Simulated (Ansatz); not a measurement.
Basis-set extrapolation for `N[SiH]1C=CN1` (PBE0-D4/def2-TZVP geometry, frozen core, Ansatz). Multiplicity 1, RHF reference.

```csv
,def2-TZVPP,def2-QZVPP
HF,-477.160946,-477.179332
MP2 correlation,-0.854331,-0.914006
CCSD(T) correlation,-0.926088,not run
```

Energies in hartree. Use E(X) = E(∞) + A·exp(−7.88·√X) for Hartree–Fock and E(X) = E(∞) + B·X^(−2.97) for correlation, with X = 3 and 4, and add CCSD(T) minus MP2 of the smaller set to the MP2 limit.

Task: What is the CCSD(T) energy at the basis-set limit?

Result: HF limit: -477.179332 + (-0.018386) × 0.13774 = -477.18186. MP2 limit: -0.914006 + (-0.059675) × 0.74074 = -0.95821. Higher-order term: -0.926088 − (-0.854331) = -0.07176. Total: -478.21183 hartree, 3.40 eV below CCSD(T)/def2-TZVPP.
